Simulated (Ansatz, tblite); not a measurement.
Cost and result up the ladder for the cluster Cu₅Te₄⁻ (9 atoms). Total charge -1; singlet. Geometry: PBE-D4/def2-SVP.

```
atom    x (Å)    y (Å)    z (Å)
 Cu1  -0.3114  -1.1807  -1.2622
 Cu2  -1.5850  -0.1542   0.7197
 Cu3   0.5529   1.2032   1.1532
 Cu4   0.7470  -1.2263   1.0498
 Cu5  -0.4990   1.2498  -1.1634
 Te6  -0.4877  -0.1891   3.0134
 Te7  -2.5952  -0.1139  -1.6136
 Te8   1.9761   1.6722  -0.8814
 Te9   2.2023  -1.2611  -1.0154
```

Ansatz on 4 threads of Arm Neoverse V1 on a shared host; xTB runs through tblite on one thread. Times are rough, summed over both states, and most runs start from the orbitals of an earlier one. PBE0-D4/def2-SVP serves as the yardstick here, not as an exact answer. The other state is a triplet.

In the def2 sets Te takes a core potential; there is no spin–orbit coupling. The xTB rows come from tblite. HOMO above LUMO, or a gap near zero within one spin, warns that the state may not be the lowest or that an electron is smeared out. The structure comes from a short search, and lower isomers may exist.

Run but left out: PBE-D4/def2-SVP (triplet: an occupied level 0.05 eV above an empty one).

xTB has no spin-polarisation term.

| level | functions | wall time | vertical triplet (eV) | difference from PBE0-D4/def2-SVP (eV) | remarks |
| --- | --- | --- | --- | --- | --- |
| GFN1-xTB | 81 | 0.041 s | 2.26 | 0.69 | – |
| GFN2-xTB | 81 | 0.11 s | 2.17 | 0.60 | – |
| PBE0-D4/def2-SVP (with forces) | 259 | 2.3 min | 1.56 | 0.00 | – |
| r2SCAN-D4/def2-SVP | 259 | 3.9 min | 1.37 | -0.19 | gap within one spin near zero (triplet) |
